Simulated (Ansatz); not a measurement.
`FC1OCN1[SiH3]` and `FC1NCO1` differ in one atom or group.

Ansatz, PBE0-D4/def2-TZVP geometries, multiplicity 1. 

```tsv
property	`FC1OCN1[SiH3]`
HOMO–LUMO gap (ωB97M-V/def2-TZVPP) / eV	11.75
HOMO–LUMO gap (B3LYP/def2-TZVPP) / eV	7.35
size of the dipole moment (ωB97M-V/def2-TZVPP) / D	2.05
HOMO energy (PBE0/def2-TZVPP) / eV	-7.55
HOMO–LUMO gap (PBE0/def2-TZVPP) / eV	7.80
HOMO energy (PBE/def2-TZVPP) / eV	-6.17
```

**Question.** Give the same properties after the change, and the shifts. (Best estimate.)

**Answer.** Computed: 
| property | `FC1NCO1` | shift |
| --- | --- | --- |
| HOMO–LUMO gap (ωB97M-V/def2-TZVPP) / eV | 12.40 | 0.65 |
| HOMO–LUMO gap (B3LYP/def2-TZVPP) / eV | 8.00 | 0.65 |
| size of the dipole moment (ωB97M-V/def2-TZVPP) / D | 3.32 | 1.27 |
| HOMO energy (PBE0/def2-TZVPP) / eV | -7.71 | -0.16 |
| HOMO–LUMO gap (PBE0/def2-TZVPP) / eV | 8.59 | 0.79 |
| HOMO energy (PBE/def2-TZVPP) / eV | -6.21 | -0.04 |

With PBE0 the HOMO falls by 0.16 eV and the LUMO rises by 0.63 eV, so the gap widens by about 0.79 eV. PBE moves the HOMO by -0.04 eV and ωB97M-V by -0.23 eV. Dipoles are sizes alone; their direction can turn.

B3LYP here is the variant with VWN-RPA as its local correlation; programs differ in this.
